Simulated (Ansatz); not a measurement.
Basis sets compared for (H3Ge)2CH2 (CH8Ge2). Total charge 0; singlet. Geometry r2SCAN-D4/def2-SVP. Ansatz on 4 threads of Arm Neoverse V1 on a shared host; times are rough, and most runs start from earlier orbitals.

```xyz
11

Ge    0.8730   -0.3845    1.3634
H     1.3041    0.3861    2.6231
H     2.1292   -0.8827    0.6301
H     0.0324   -1.6004    1.7862
C    -0.1758    0.7707    0.1808
Ge   -0.7643   -0.0919   -1.4752
H     0.4575   -0.5460   -2.2906
H    -1.6254   -1.3228   -1.1475
H    -1.5951    0.8856   -2.3242
H     0.4270    1.6575   -0.0761
H    -1.0626    1.1284    0.7298
```

The 6-31G sets use Cartesian d functions.

Binding counts from free atoms (Ge triplet, H doublet, C triplet) in the same basis, without a counterpoise term.

| level | functions | energy (Eh) | HOMO (eV) | LUMO (eV) | binding per atom (eV) | wall time |
| --- | --- | --- | --- | --- | --- | --- |
| HF/STO-3G | 49 | -4145.6020 | -9.28 | 12.12 | 3.46 | 0.2 s |
| HF/6-31G | 83 | -4192.5217 | -11.21 | 3.36 | 2.18 | 0.55 s |
| HF/def2-TZVP | 175 | -4193.2596 | -11.28 | 3.07 | 2.29 | 1.4 s |
| PBE-D4/def2-SVP | 118 | -4195.6515 | -7.26 | -0.04 | 3.04 | 0.85 s |
| PBE-D4/def2-TZVP (with forces) | 175 | -4196.2226 | -7.29 | -0.36 | 3.03 | 1.9 s |
| r2SCAN-D4/def2-TZVP | 175 | -4196.8766 | -7.57 | 0.06 | 3.06 | 3.6 s |
| PBE0-D4/def2-SVP | 118 | -4195.7818 | -8.48 | 0.75 | 3.04 | 1.6 s |
| PBE0-D4/def2-TZVP | 175 | -4196.3483 | -8.47 | 0.40 | 3.03 | 2.3 s |

Problem. Estimate the rows for PBE-D4/def2-TZVPD, r2SCAN-D4/def2-TZVPD, PBE0-D4/def2-TZVPD.

Solution. 
```json
{"level": "PBE-D4/def2-TZVPD", "functions": "217", "energy (Eh)": "-4196.2235", "HOMO (eV)": "-7.29", "LUMO (eV)": "-0.69", "binding per atom (eV)": "3.03", "wall time": "2.4 s"}
{"level": "r2SCAN-D4/def2-TZVPD", "functions": "217", "energy (Eh)": "-4196.8775", "HOMO (eV)": "-7.56", "LUMO (eV)": "-0.16", "binding per atom (eV)": "3.06", "wall time": "5.5 s"}
{"level": "PBE0-D4/def2-TZVPD", "functions": "217", "energy (Eh)": "-4196.3493", "HOMO (eV)": "-8.47", "LUMO (eV)": "-0.02", "binding per atom (eV)": "3.03", "wall time": "3.4 s"}
```
